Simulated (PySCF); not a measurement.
**Multinuclear NMR of C₄H₁₂Si₃**

Structure with atom numbers: `[CH2:1]=[CH:2][Si@H:3]1[SiH2:4][C@H:5]([CH3:6])[SiH2:7]1`. Each H is labelled by its parent atom. Ha(Si4), Ha(Si7) are cis to C2 on the ring; Ha(C1) is cis to Si3; Hb(Si4), Hb(Si7) are trans to C2 on the ring; Hb(C1) is trans to Si3.

Computed data (PySCF 2.14.0 with density-fitted response routines): shielding tensors at PBE0/pcSseg-1 (GIAO), geometry: GFN2-xTB. A single conformation, relativity neglected, averaged over atoms made equivalent by symmetry, fast rotation or ring inversion, no solvent.

**Question.** What are the 29Si shifts?

**Answer.** 
```csv
atoms,environment,σ (ppm),δ (ppm)
Si4/Si7,"silicon bonded to C, Si, 2 H, in a 4-membered ring",392.9,-43.0
Si3,"silicon bonded to C, 2 Si, H, in a 4-membered ring",402.7,-51.0
```

Shieldings were converted by a linear fit to measured shifts: 29Si: δ = 279.94 − 0.822σ (rms 8.9 ppm, 72 shifts, 25.8 ppm with the 6 outliers that the fit left out vs TMS, solution or neat liquid). Occasional misses reach two or three times the rms, and more in compound classes unlike the fitted ones.

On a 600 MHz spectrometer 29Si resonates near 119.2 MHz, so 1 ppm is 119.2 Hz.
